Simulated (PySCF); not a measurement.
# Vibration and rotation of TaO⁻

ROHF-CCSD(T) constants of TaO⁻, ³Σ⁻ (triplet), unpaired electrons δ ↑↑ (Ta def2-TZVPPD with ECP60, O def2-TZVPPD; scalar-relativistic core potentials (PySCF 2.14); masses 180.9480 and 15.9949 u):

| Quantity | Value |
| --- | --- |
| ωe | 917.9 cm⁻¹ |
| ωexe | 3.21 cm⁻¹ |
| Be | 0.37636 cm⁻¹ |
| αe | 0.00181 cm⁻¹ |
| D (centrifugal) | 2.53e-07 cm⁻¹ |

Give the vibrational terms G(v) and spacings up to v = 6.

G(v) = ωe(v+½) − ωexe(v+½)².

```csv
v,G(v) (cm⁻¹),G(v) − G(v−1),Bv (cm⁻¹)
0,458.1,,0.3755
1,1369.6,911.5,0.3736
2,2274.7,905.1,0.3718
3,3173.3,898.6,0.3700
4,4065.5,892.2,0.3682
5,4951.3,885.8,0.3664
6,5830.7,879.4,0.3646
```

Correlated steps freeze 1 core orbital. Spin–orbit coupling is left out, which matters for elements this heavy, above all for dissociation energies. The CCSD T1 diagnostic is raised, a sign that a single reference may not be enough here. With d or f electrons several states lie close, and the lowest PBE0 determinant need not be the measured ground state.
